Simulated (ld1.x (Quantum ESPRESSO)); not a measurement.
Values are calculated unless marked as measured or tabulated.
**Pseudopotentials across the periodic table**

Generated with ld1.x 7.5 (TM, RRKJ, ultrasoft, PAW), atompaw 4.2 or ONCVPSP 4.0.1. The cutoff is in Ry: for ld1.x and atompaw files where the sum of valence levels is converged to 10 mRy in a Bessel basis, for ONCV files where the hardest occupied wave has 1 mHa per electron of residual kinetic energy. The error is the largest all-electron minus pseudo excitation energy over each file’s own four to seven test configurations (ionisations up to +4, promotions, holes and added fractions of an electron), all of which were solved. The labels leave out finer settings (local radius, basis sizes, second energies), which also bear on the numbers. Spin-polarised tests are not counted. The rows are a selection from randomly drawn settings: files with unsolved tests, undetermined cutoffs or missed reference levels are left out.

| element | potential | cutoff (Ry) | largest error (meV) | bound ghosts |
| --- | --- | --- | --- | --- |
| Ne | PAW, PBEsol, scalar-relativistic, rc 0.80/1.05 (sp), local smoothed, core correction yes, reference 2s2 2p5.75 | 70 | -5.9 | none |
| Sc | TM, LDA (PZ), scalar-relativistic, rc 2.05/3.75/2.05 (spd), local smoothed, core correction yes, reference 3d1 4s1 4p0 | 45 | +63 | none |
| Fe | PAW, PBE, scalar-relativistic, rc 1.42/1.50/1.35 (spd), local smoothed, core correction yes, reference 3s2 3p6 3d5 4s0 4p0 | 60 | +4.5 | none |
| Ge | ultrasoft, PBE, scalar-relativistic, rc 1.75/2.75/2.20 (spd), local smoothed, core correction yes, reference 4s2 4p2 | 10 | -331 | none |
| As | ultrasoft, PBE, fully relativistic, rc 1.60/2.00 (sp), local smoothed, core correction yes, reference 4s2 4p3 | 12 | -439 | none |
| Zr | RRKJ, BLYP, scalar-relativistic, rc 3.10/3.10/2.65 (spd), local s, core correction yes, reference 4d2 5s2 5p0 | 18 | -228 | none |
| Hf | TM, LDA (PZ), fully relativistic, rc 2.25/3.75/1.70 (spd), local s, core correction yes, reference 5d2 6s2 6p0 | 25 | -304 | none |

Q: Fill in the row for Ne: TM semilocal, PBE, scalar-relativistic, rc 0.65/1.65 (sp), local s, core correction yes, reference 2s2 2p6.

A: cutoff 200 Ry, largest error +4898 meV, bound ghosts: none.

Q: Fill in the row for S: TM, PBE, scalar-relativistic, rc 1.45/1.25/1.45 (spd), local s, core correction no, reference 3s2 3p4.

A: cutoff 55 Ry, largest error +149 meV, bound ghosts: none.
